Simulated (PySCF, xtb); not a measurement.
BeH₆O₂Si₂, SMILES [SiH3][O][Be][O][SiH3].

xtb with GFN2-xTB at its own geometry gives an orbital gap of 6.04 eV and a dipole moment of 0.00 D.

Geometry optimised at B3LYP-D3(BJ)/def2-SVP. The structure was generated by enumeration; whether it is a known compound was not checked. One conformer was computed; it need not be the lowest.

**Question.** What does ωB97X/def2-TZVP in PySCF give? (An estimate is asked for; the answer gives what the named calculation found.)

**Answer.** gap 12.17 eV (levels -11.10 and 1.06 eV), dipole 0.00 D.
